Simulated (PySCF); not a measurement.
GeOBr₂, SMILES [O]=[Ge]([Br])[Br].

Geometry optimised at B3LYP-D3(BJ)/def2-SVP.

The numbers are results of TDDFT-PBE/def2-SVPD (PySCF), not measurements.

Vertical excitations. The molecule is in vacuum. State labels are in the subgroup C2v.

```tsv
state	symmetry	energy (eV)	λ (nm)	f	main pairs
S1	B2	3.25	382	0.013	HOMO→LUMO 99 %
S2	B1	3.68	337	0.001	HOMO−1→LUMO 100 %
S3	B2	4.10	302	0.031	HOMO−2→LUMO 97 %
S4	A2	4.14	299	0.000	HOMO→LUMO+1 99 %
S5	A2	4.24	293	0.000	HOMO−3→LUMO 99 %
S6	A1	4.42	281	0.008	HOMO−4→LUMO 92 %
S7	A2	4.86	255	0.000	HOMO−2→LUMO+1 100 %
S8	A1	5.12	242	0.013	HOMO−1→LUMO+1 66 %, HOMO−6→LUMO 27 %
S9	B1	5.13	241	0.016	HOMO−5→LUMO 97 %
S10	B1	5.23	237	0.000	HOMO−4→LUMO+1 97 %
T1	B2	2.82	440	0	HOMO→LUMO 100 %
T2	B1	3.28	377	0	HOMO−1→LUMO 99 %
T3	B2	3.63	341	0	HOMO−2→LUMO 100 %
T4	A2	3.82	324	0	HOMO→LUMO+1 97 %
```
Triplets are in the Tamm–Dancoff approximation, which puts them higher than full response would, so one can lie above its singlet here.
